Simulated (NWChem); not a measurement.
Molecule: C2H3FSi; SMILES C#C[SiH2]F

Computed with NWChem. Pople sets run with spherical d functions. Coordinates come from a PBE0/def2-SVP optimisation. Level SCAN/6-31G*: energy and gradient on several grids; changes count from the extra-fine grid, which is no exact limit either.

| grid | size of the energy change (μHa) | largest change of a gradient component (μHa/bohr) | time, medium = 1 (rough) |
|---|---|---|---|
| xcoarse | 20000 | 4000 | about 1 |
| coarse | 6000 | 3000 | about 1 |
| medium | 800 | 1000 | about 1 |
| fine | 300 | 1000 | about 1 |
| xfine | < 10 | < 30 | 2 |
